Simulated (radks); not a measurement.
Question: These are the eigenvalues of the occupied orbitals of an atom or ion with whole-number occupations (eV). All-electron calculation, Dirac Kohn-Sham, PBE, spin-unpolarised, spherical densities, finite nucleus; Fermi nuclear charge, rms radius of each element as measured or else 0.836 A^(1/3) + 0.57 fm. Program: a radial shooting solver on a logarithmic mesh with Libxc functionals.

1s1/2: -6436.497
2s1/2: -751.8548
2p1/2: -645.0998
2p3/2: -634.6685
3s1/2: -94.0842
3p1/2: -63.6668
3p3/2: -62.3988
3d3/2: -14.9802
3d5/2: -14.8600
4s1/2: -11.8769

Which element is it, and in what charge state? The configuration may be excited. Open shells, if any, are shared by 2j + 1.

Answer: Z = 25, manganese, charge +1: Mn+ in [Ar] 3d5 4s1. The list shows which subshells hold electrons but not how many an open one holds; the 1s level, -236.54 hartree, gives Z - s = 21.8 by -(Z - s)^2/2, which with screening and relativity narrows Z to a few neighbours, and the depths of the outer levels then fix element, charge and occupations together.
